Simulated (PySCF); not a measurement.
## Electron correlation in I⁻ (iodine, charge -1)

Starting occupation: [Xe]. Calculation: PySCF 2.14, in x2c-TZVPPall-2c with one added diffuse shell each of s, p, d, f type (9s10p6d3f, 90 functions); X2C-1e with screened-nucleus spin-orbit coupling, Gaussian nucleus. Frozen: [Kr]; 18 electrons correlated; the 14 highest virtual spinors left out.

MP2 pair energies summed by pair of shells (mhartree):

```csv
pair,energy,share (%)
4d3/2-4d5/2,-123.16,23.3
4d5/2-4d5/2,-91.69,17.4
5p3/2-5p3/2,-45.10,8.5
5p1/2-5p3/2,-43.92,8.3
4d3/2-4d3/2,-40.02,7.6
4d5/2-5p3/2,-37.23,7.1
4d3/2-5p3/2,-23.53,4.5
5p3/2-5s1/2,-23.00,4.4
4d5/2-5s1/2,-22.11,4.2
4d5/2-5p1/2,-20.31,3.8
4d3/2-5s1/2,-14.44,2.7
4d3/2-5p1/2,-13.99,2.7
5p1/2-5s1/2,-11.79,2.2
5p1/2-5p1/2,-11.24,2.1
5s1/2-5s1/2,-6.19,1.2
```

Total MP2 correlation energy: -527.73 mhartree.

The virtual space was cut to 106 spinors, which keep -523.43 of the -527.73 mhartree of MP2 correlation.

| level | correlation energy (mhartree) |
| --- | --- |
| CCSD | -493.83 |

Diagnostics: T1 = 0.0054, largest double amplitude 0.042.

Cost of the coupled-cluster step: 200 s of wall time on 4 threads of Neoverse-V2 (shared host), for 18 occupied and 106 virtual spinors.

Iterations:

```
Init t2, MP2 energy = -0.523425447297194
CCSD nocc = 18, nmo = 124
Init t2, MP2 energy = -0.523425447297194
Init E_corr(GCCSD) = -0.523425447297194
cycle = 1  E_corr(GCCSD) = -0.482753220385592  dE = 0.0406722269  norm(t1,t2) = 0.0586616
cycle = 2  E_corr(GCCSD) = -0.494276088964777  dE = -0.0115228686  norm(t1,t2) = 0.0135059
cycle = 3  E_corr(GCCSD) = -0.493362702257188  dE = 0.000913386708  norm(t1,t2) = 0.00408967
cycle = 4  E_corr(GCCSD) = -0.49385250967275  dE = -0.000489807416  norm(t1,t2) = 0.00162573
cycle = 5  E_corr(GCCSD) = -0.493850028205477  dE = 2.48146727e-06  norm(t1,t2) = 0.000413648
cycle = 6  E_corr(GCCSD) = -0.493825096043434  dE = 2.4932162e-05  norm(t1,t2) = 7.78782e-05
cycle = 7  E_corr(GCCSD) = -0.493826575161968  dE = -1.47911853e-06  norm(t1,t2) = 2.73296e-05
cycle = 8  E_corr(GCCSD) = -0.493827568427976  dE = -9.93266008e-07  norm(t1,t2) = 3.68003e-06
cycle = 9  E_corr(GCCSD) = -0.493827385770428  dE = 1.82657548e-07  norm(t1,t2) = 1.08756e-06
cycle = 10  E_corr(GCCSD) = -0.493827409406703  dE = -2.36362745e-08  norm(t1,t2) = 2.47183e-07
cycle = 11  E_corr(GCCSD) = -0.493827403160754  dE = 6.24594831e-09  norm(t1,t2) = 6.91693e-08
GCCSD converged
E(GCCSD) = -7114.372320626091  E_corr = -0.4938274031607545
```

This basis was not built for core-valence correlation, so the inner-shell part is incomplete.
